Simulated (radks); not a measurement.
Sr II, configuration [Kr] 5s1 (the NIST ground configuration). All-electron calculation, scalar-relativistic Kohn-Sham, PBE, spin-unpolarised, spherical densities, finite nucleus; Fermi nuclear charge, rms radius 4.224 fm; hard spherical wall at 1.5 bohr. Program: a radial shooting solver on a logarithmic mesh with Libxc functionals.

Radial electron density D(r) = 4 pi r^2 rho(r):

r (bohr)  D(r) (e/bohr)
0.002901          3.948
0.00363           5.743
0.004505          8.137
0.005636          11.48
0.007051          15.86
0.008822          21.32
0.01104           27.73
0.01381           34.61
0.01727           41.08
0.02161           45.90
0.02704           47.85
0.03383           46.50
0.04232           43.00
0.05252           40.38
0.06571           41.82
0.08221           48.49
0.1028            56.43
0.1287            58.24
0.161             50.08
0.2014            38.03
0.2519            33.72
0.3152            39.74
0.3943            44.14
0.4894            37.29
0.6123            25.32
0.766             19.70
0.9584            18.69
1.199             12.54

D(r) has 3 maxima, at r = 0.0275, 0.121, 0.388 bohr, and minima at 0.0555, 0.244 bohr, inside which lie 2.04, 10.82 electrons.
